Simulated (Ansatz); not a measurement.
Species: sum formula MoO₂F (charge 0, doublet). The spin state was set by rule; other spins were not relaxed. 
Structure (B3LYP-D3(BJ)/def2-TZVP (Ansatz, a first-principles code) minimum search):
SMILES: [O]=[Mo](=[O])[F]
```xyz
4

Mo     0.0212    -0.0412    -0.1252
O     -1.3401    -1.0131     0.0890
O     -0.4295     1.5162    -0.5888
F      1.4741    -0.2550     1.0287
```
Charge 0, spin multiplicity 2.

Parts of the frozen-core correlation energy in def2-SVP (Ansatz, hartree). Frozen orbitals: 7; correlated occupied orbitals by spin: 13 and 12; virtual: 53 and 54. Open shells are spin-unrestricted. Spin-orbit coupling is left out. Past Kr the def2 sets carry scalar-relativistic core potentials.

```json
[
 {"term": "reference (HF)", "value": "-316.51405"},
 {"term": "MP2 opposite-spin", "value": "-0.49351"},
 {"term": "MP2 same-spin", "value": "___"},
 {"term": "CCSD correlation", "value": "___"},
 {"term": "(T)", "value": "___"},
 {"term": "T1 diagnostic", "value": "0.082"},
 {"term": "largest doubles amplitude", "value": "0.051"},
 {"term": "<S^2> of the reference", "value": "1.586"}
]
```

**Question.** Complete the blanks.

**Answer.** 
- MP2 same-spin, value: -0.22504
- CCSD correlation, value: -0.75464
- (T), value: -0.03579
